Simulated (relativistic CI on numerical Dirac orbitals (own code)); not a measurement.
## V⁺ in a cubic cluster: L2,3 absorption with charge transfer

Computed with a charge-transfer multiplet model of a cubic metal-ligand cluster with up to one ligand hole, Slater and spin-orbit integrals from Dirac-Coulomb-Breit ions, Slater integrals scaled by 0.7. The ground state mixes d4 with configurations of k ligand holes L, whose averages lie at kΔ + k(k − 1)U_dd/2; a core hole lowers each added d electron by U_cd. 300 K, Lorentzian 0.4 eV and Gaussian 0.3 eV FWHM.

Atomic integrals in eV (Slater integrals scaled, ζ unscaled), ground: F2dd 5.287, F4dd 3.249, zeta_d 0.015; with the core hole: F2dd 5.983, F4dd 3.687, zeta_d 0.025, zeta_core 4.617, F2cd 3.277, G1cd 2.317, G3cd 1.313.

Cluster parameters (eV): U_dd = 5.9, U_cd = 7.4, 10Dq = 0.75, 10Dq(ligand) = 0.5, V(eg) = 2.3, V(t2g) = -1.1, final-state hopping factor = 0.8.

```json
{"Case": "Δ = 7 eV", "n_d": "4.18", "d4": "0.82", "d5L": "0.18", "S": "2.00"}
{"Case": "Δ = 8 eV", "n_d": "4.16", "d4": "0.84", "d5L": "0.16", "S": "2.00"}
{"Case": "Δ = 10 eV", "n_d": "4.12", "d4": "0.88", "d5L": "0.12", "S": "2.00"}
```

Weights, n_d and S are thermal averages at 300 K. Photon energies count from the first peak over 30 % of the highest in each spectrum, which can be another peak from case to case. The parameters are a model scan and need not match a compound or its usual spin state. Peaks in eV (height, largest 100):
- Δ = 7 eV: 0.0 (57), 1.1 (100), 5.8 (16), 6.6 (27), 7.0 (28), 8.5 (39)
- Δ = 8 eV: 0.0 (56), 1.0 (100), 5.7 (17), 6.4 (29), 7.0 (27), 8.5 (40)
- Δ = 10 eV: 0.0 (100), 3.5 (5), 4.7 (17), 5.4 (29), 6.0 (27), 7.5 (42)

Curve for Δ = 8 eV (points under 2 left out, the grid thinned):

E (eV), Intensity and a bar:
```
     -2.2        2.0 
     -1.9        2.9 
     -1.6        4.9 #
     -1.3        7.3 ##
     -1.0        9.2 ##
     -0.7       17.2 #####
     -0.4       35.4 ##########
     -0.1       54.5 ################
      0.2       55.3 ################
      0.5       64.3 ###################
      0.8       88.4 ###########################
      1.1       98.9 ##############################
      1.4       82.6 #########################
      1.7       71.4 #####################
      2.0       52.2 ################
      2.3       33.8 ##########
      2.6       26.6 ########
      2.9       20.1 ######
      3.2       14.1 ####
      3.5        9.7 ##
      3.8        6.7 #
      4.1        5.2 #
      4.4        5.0 #
      4.7        4.9 #
      5.0        5.3 #
      5.3        8.1 ##
      5.6       15.8 ####
      5.9       15.2 ####
      6.2       21.7 ######
      6.5       28.4 ########
      6.8       26.6 ########
      7.1       26.9 ########
      7.4       24.3 #######
      7.7       25.4 #######
      8.0       35.4 ##########
      8.3       38.8 ###########
      8.6       39.4 ############
      8.9       29.0 ########
      9.2       20.6 ######
      9.5       13.0 ###
      9.8        8.5 ##
     10.1        6.2 #
     10.4        5.0 #
     10.7        3.5 
     11.0        2.1
```

For the case Δ = 10 eV, Δ = 10 eV is larger than U_dd = 5.9 eV, the Mott-Hubbard side of the Zaanen-Sawatzky-Allen scheme. With the core hole the configuration with one ligand hole lies at Δ + U_dd − U_cd = 5.5, 6.5, 8.5 eV from the one without, in the order of the table; where this is negative the screened configuration lies lower.

With at most 1 ligand hole the space is cut while the next configuration still counts, so covalency is underestimated, and a final configuration with one more ligand hole, which can lie low, is missing from the spectra.
